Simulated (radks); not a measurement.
Spherical jellium clusters: N electrons in a uniform positive sphere of charge N and radius rs N^(1/3), rs = 4.63 bohr. Calculated with a radial shooting solver with Libxc functionals: non-relativistic Kohn-Sham, LDA (Slater exchange, Perdew-Wang correlation), spin-polarised, spherical densities. Levels are named by radial order and angular momentum (1s, 1p, 1d, 2s, ...), and open shells are averaged over m.

N = 10, configuration 1s2 1p6 1d(up 2, down 0). This is the lowest configuration that the search found. Occupied and some empty levels:

level    occupation  eigenvalue (eV)  <r> (bohr)
1s up             1          -4.0784       6.556
1s down           1          -3.9195       6.405
1p up             3          -3.2588       7.742
1p down           3          -3.0605       7.708
1d up             2          -2.2202       8.753
1d down           0          -2.0135       8.806
2s up             0          -1.7152       8.016
2s down           0          -1.6145       8.139
1f up             0          -1.0586       9.886
1f down           0         -0.86858       10.07
2p up             0         -0.71172       10.99
2p down           0         -0.62091       11.30

Energy (eV): total -17.5942, kinetic 13.568, external -322.54, Hartree 159.36, exchange-correlation -31.658, background 163.68.
